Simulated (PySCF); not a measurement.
Numbering as in the mapped SMILES `[CH:1]#[C:2][C:3]1=[CH:4][O:5]/[C:6](=[CH:7]\[Cl:8])[SiH2:9]1` (H(Xn): hydrogen on atom n).

[PySCF 2.14: σ from GIAO-PBE0/pcSseg-1; structure optimised with GFN2-xTB; no solvent model; no relativistic terms; one computed conformer; equivalent nuclei averaged]

Referencing at the same level of theory: TMS for 13C and 1H and 29Si; 17O vs H2O; HCl for 35Cl.

| atoms | nucleus | count | δ (ppm) |
| --- | --- | --- | --- |
| Si9 | 29Si | 1 | -50.0 |
| C3 | 13C | 1 | ? |
| Cl8 | 35Cl | 1 | 206 |
| H(Si9) | 1H | 2 | 5.03 |
| C2 | 13C | 1 | 81.5 |
| H(C1) | 1H | 1 | ? |
| H(C4) | 1H | 1 | ? |
| C4 | 13C | 1 | 174.7 |
| C6 | 13C | 1 | 158.0 |
| O5 | 17O | 1 | ? |
| C1 | 13C | 1 | 90.1 |
| H(C7) | 1H | 1 | 5.84 |
| C7 | 13C | 1 | 123.7 |

Estimate the values marked ?.

## Answers


- C3: 93.4 ppm, β carbon of an enol-ether or enamine type C=C; the O or N lone pair pushes π density onto this β carbon and shields it
- H(C4): 7.48 ppm, hydrogen on an alkene carbon bearing oxygen; a vinylic proton, deshielded by the sp2 carbon and the C=C anisotropy
- H(C1): 2.80 ppm, hydrogen on a terminal alkyne carbon; it lies on the axis of the triple bond, in its shielding cone
- O5: 232.2 ppm, ether oxygen

Carbons that carry Cl, above all several Cl atoms, come out too deshielded, partly because spin–orbit coupling is missing. Shifts are as computed. Against solution values, carbons near 30 ppm lie about +3 ppm off and those near 130 ppm about +5 ppm; carbons on Cl a further +6 ppm. Of 1309 compounds with measured shifts, 239 miss one by over three times the rms of a fit or turn the order of signals round; such compounds aren't used in these exercises. Experimental scales use liquid or dissolved standards, which lie at an offset from isolated H2O (liquid H2O: subtract about 36 ppm).
